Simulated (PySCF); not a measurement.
**C4H6FOSi: g tensor and hyperfine couplings**

C₄H₆FOSi (doublet state).
Geometry (GFN2-xTB, Å), atoms numbered from 1 in this order:
```
atom  x, y, z in Å
O1    -2.8792   -0.4742    0.4945
C2    -1.5691   -0.2703    0.2977
C3    -0.3975   -0.4661    0.9905
C4     0.4005    0.0558   -0.0481
Si5    2.1934    0.3473   -0.3447
F6     2.9764   -0.1538    0.9745
C7    -0.8492    0.3106   -0.8937
H8    -3.0345   -0.8677    1.3626
H9    -0.1609   -0.8656    1.9594
H10    2.5507    1.7588   -0.4626
H11    2.7524   -0.4605   -1.4259
H12   -0.9214   -0.2693   -1.8124
H13   -1.0660    1.3556   -1.1094
```

The hyperfine couplings belong to this conformer and change with its torsions.

As a line formula: `O[C]1C=C([SiH2]F)C1` [radical].

Theory: UKS B3LYP, pcH-1 on C F H O Si, non-relativistic, mean-field spin-orbit, GIAO (PySCF). Isolated species at its GFN2-xTB geometry (one conformer only). A GFN2-xTB geometry isn't a minimum of the functional, and hyperfine couplings can be far from their values at a DFT geometry. The SCF solution wasn't tested for stability.

| Quantity | Value |
| --- | --- |
| g1, g2, g3 | 2.00217, 2.00313, 2.00326 |
| g_iso | 2.00286 |
| Form of g | close to axial: the two nearest values differ by 13 % of g3 − g1 |
| ⟨S²⟩ | 0.7674 (exact 0.7500) |
| α and β electrons | 31, 30 |
| HOMO–LUMO gap, α and β orbitals | 4.95, 5.62 eV |
| Total energy | -620.58738 Eh |

Hyperfine couplings atom by atom, in MHz; T1 to T3 are the principal values of the dipolar part; ρ(0) is the spin density at the nucleus:

```csv
atom,isotope,a_iso,of which spin–orbit,T1,T2,T3,Mulliken spin population,ρ(0) (bohr⁻³)
O1,17O,-13.2,0.0,-39.7,19.2,20.5,0.08,0.0218
C2,13C,49.6,0.0,-40.5,-39.3,79.8,0.44,0.0442
C3,13C,-38.2,0.0,-17.6,7.7,9.8,-0.18,-0.0340
C4,13C,59.4,-0.1,-53.6,-51.9,105.5,0.69,0.0530
Si5,29Si,39.9,-0.1,-1.4,-0.9,2.3,-0.01,-0.0449
F6,19F,-3.6,0.0,-3.2,1.3,1.9,0.00,-0.0008
C7,13C,-25.2,0.0,-2.0,0.5,1.5,-0.07,-0.0224
H8,1H,-7.0,0.0,-8.0,-5.5,13.5,0.00,-0.0016
H9,1H,5.9,0.0,-3.9,1.6,2.3,0.00,0.0013
H10,1H,41.7,0.0,-2.7,-1.4,4.2,0.02,0.0093
H11,1H,41.6,0.0,-2.7,-1.4,4.2,0.02,0.0093
H12,1H,12.1,0.0,-5.4,-0.6,6.1,0.01,0.0027
H13,1H,12.1,0.0,-5.4,-0.6,6.0,0.01,0.0027
```

The largest Mulliken spin populations are on C4 (+0.69), C2 (+0.44), C3 (-0.18) and O1 (+0.08). The positive populations add up to 1.26 and the negative ones to -0.26, together 2S = 1. The angles at C4 add up to 360.0°, so it is planar.

C2, the radical centre as drawn in `O[C]1C=C([SiH2]F)C1`, holds a spin population of +0.44 out of 1.

Axes: g2 points within 2° of the O1–C2 bond and g3 points within 4° of the C3–H9 bond.

Under fast tumbling the dipolar parts average out, and these isotropic splittings remain: 2 × 1H (H10/H11, I = 1/2, 3 lines) with 1.49 mT, 2 × 1H (H12/H13, I = 1/2, 3 lines) with 0.43 mT, 1 × 1H (H8, I = 1/2, 2 lines) with 0.25 mT, 1 × 1H (H9, I = 1/2, 2 lines) with 0.21 mT and 1 × 19F (F6, I = 1/2, 2 lines) with 0.13 mT.

Means are taken over nuclei equivalent by connectivity, which assumes that they swap fast.

The 13C coupling of C4 (59.4 MHz) shows only in satellite lines or after enrichment, since that isotope makes up about 1.07 % of natural carbon.

The 29Si coupling of Si5 (39.9 MHz) shows only in satellite lines or after enrichment, since that isotope makes up about 4.7 % of natural silicon.
